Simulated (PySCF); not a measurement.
Computed IR spectrum (relative IR intensity) of a molecule CH7FOSi2. Geometry: B3LYP-D3(BJ)/def2-SVP. Other conformers were not sampled. These are B3LYP-D3(BJ)/def2-SVP in PySCF 2.14.0 values and carry that method's errors. Frequencies are harmonic and unscaled.

Lines under 2 % of the strongest are left out, and lines within 2 cm⁻¹ are merged.

ν (cm⁻¹): 281 (vw), 346 (w), 728 (w), 740 (w), 776 (m), 844 (w), 907 (vs), 941 (m), 958 (s), 1006 (vs), 1113 (vs), 1281 (w), 2216 (m), 2238 (m), 2245 (m), 2280 (m) (against the strongest line: vs over 80 %, s over 45 %, m over 15 %, w over 4 %, vw less)

Problem. Which molecule gave these data?
A) O[SiH2][C@H](F)[SiH3]
B) C[Si@@H](F)O[SiH3]
C) O[SiH2][SiH2]CF
D) F[SiH2]CO[SiH3]

Solution. B, C[Si@@H](F)O[SiH3]
